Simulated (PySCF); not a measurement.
C₅H₁₁, SMILES [CH2]CCCC, doublet, GFN2-xTB optimised geometry.

```
16

C      1.59    -1.16    -2.83
C      1.17    -1.65    -1.51
C     -0.33    -1.40    -1.24
C     -0.69     0.08    -1.22
C     -0.14     0.82     0.00
H      2.56    -0.72    -2.98
H      0.96    -1.31    -3.68
H      1.33    -2.73    -1.43
H      1.78    -1.19    -0.72
H     -0.90    -1.90    -2.02
H     -0.60    -1.85    -0.28
H     -0.30     0.55    -2.13
H     -1.78     0.18    -1.23
H     -0.48     1.85     0.00
H     -0.48     0.35     0.92
H      0.95     0.82     0.00
```

Density from unrestricted PBE0/def2-TZVP run with PySCF at that geometry.

Minimum of the electron density along straight lines between bonded atoms, close to the bond critical point (lines longer than 1.1 times the sum of covalent radii, or with two minima, are not listed):

```csv
bond,length / Å,ρ at the minimum / e bohr⁻³,∇²ρ there / e bohr⁻⁵,position (fraction from the first atom)
C1–C2,1.472,0.272,-0.73,0.51
C2–C3,1.536,0.241,-0.59,0.50
C3–C4,1.529,0.246,-0.61,0.50
C4–C5,1.524,0.246,-0.61,0.50
C1–H6,1.072,0.290,-1.03,0.64
C1–H7,1.073,0.289,-1.02,0.64
C2–H8,1.103,0.268,-0.89,0.64
C2–H9,1.092,0.279,-0.95,0.64
C3–H10,1.092,0.278,-0.95,0.64
C3–H11,1.092,0.278,-0.95,0.64
C4–H12,1.092,0.279,-0.95,0.64
C4–H13,1.093,0.278,-0.95,0.64
C5–H14,1.088,0.279,-0.95,0.64
C5–H15,1.088,0.278,-0.95,0.64
C5–H16,1.087,0.280,-0.96,0.64
```
